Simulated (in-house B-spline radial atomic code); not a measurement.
Configurations of Fe8+, with energies counted from [Ne] 3s2 3p6. All numbers are computed (non-relativistic AM05, spin-polarised, spherical fractional occupations; point nucleus) with a radial B-spline atomic code at the basis-set limit, not measured. Shells without spins written out take the highest spin.

Occupations are held fixed; configurations that lie above the ionisation limit could autoionise.

```csv
configuration,E - E(ref) (eV),highest orbital,its <r> (bohr)
[Ne] 3s2 3p5 3d1,52.353,3d up,0.7472
"[Ne] 3s(0 up, 1 down) 3p6 3d(1 up, 0 down)",87.63,3d up,0.7489
[Ne] 3s2 3p5 4s1,117.56,4s up,1.614
"[Ne] 3s2 3p(2 up, 3 down) 4p(1 up, 0 down)",129.26,4p up,1.693
"[Ne] 3s(1 up, 0 down) 3p6 4s(1 up, 0 down)",151.12,4s up,1.614
[He] 2s2 2p5 3s2 3p6 3d1,730.75,3d up,0.7132
```

Question: Order these further configurations by energy, lowest first.
A. [He] 2s2 2p5 3s2 3p6 4s1
B. [He] 2s2 2p5 3s2 3p6 4f1
C. [He] 2s2 2p(2 up, 3 down) 3s2 3p6 4d(0 up, 1 down)
D. [Ne] 3s2 3p5 4d1
E. [Ne] 3s2 3p5 4p1

Answer: E (128.88 eV), D (146.29 eV), A (801.95 eV), C (830.55 eV), B (846.41 eV).

Question: How far above the reference does [Ne] 3s2 3p5 4f1 lie?

Answer: 160.41 eV; its least bound orbital is 4f up with <r> = 1.793 bohr.
